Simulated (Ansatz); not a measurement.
Gas-phase electronic energies from Ansatz, PBE0-D4/def2-TZVP geometries. CCSD(T)/CBS is the MP2 limit (def2-TZVPP, def2-QZVPP) plus CCSD(T) − MP2 in def2-TZVPP, frozen cores. This one scheme is used for every species. Functionals use def2-TZVPP. One conformer a species, not always the lowest.

Consider the silylene formation by 1,1-elimination: `[SiH3]N([SiH3])[SiH2]Cl` → H₂ + `[SiH3]N([SiH3])[Si]Cl`.

| level | ΔE (kcal/mol) |
| --- | --- |
| LDA (SPW92) | 37.7 |
| revPBE-D4 | 31.3 |
| MP2/def2-QZVPP | 38.5 |
| CCSD/CBS(def2) | 38.5 |

Problem. What does CCSD(T)/CBS give? (An estimate is asked.)

Solution. The calculation gave: +37.0 kcal/mol. The listed levels differ from it by 0.7, -5.7, 1.5, 1.5 kcal/mol.

Largest T1 diagnostic among the species: 0.013.

Leaving LDA and LC-ωPBE aside and taking each functional with its dispersion term where it has one, the values, not all of them listed here, spread over 11.5 kcal/mol, from BLYP-D4 to r2SCAN0-D4. LDA lies +5.3 kcal/mol from PBE without D4. From BLYP to BHLYP (50 % exact exchange), in def2-TZVPP and without D4, ΔE moves by +11.0 kcal/mol. In def2-TZVPP, CCSD(T) changes the Hartree–Fock value by −6.7 kcal/mol (the triples alone add −1.6 kcal/mol) and MP2 by −5.0 kcal/mol.

CCSD(T)/CBS has its own doubt, a few kJ/mol and more with outer-core shells, so smaller differences from it don't rank the levels.
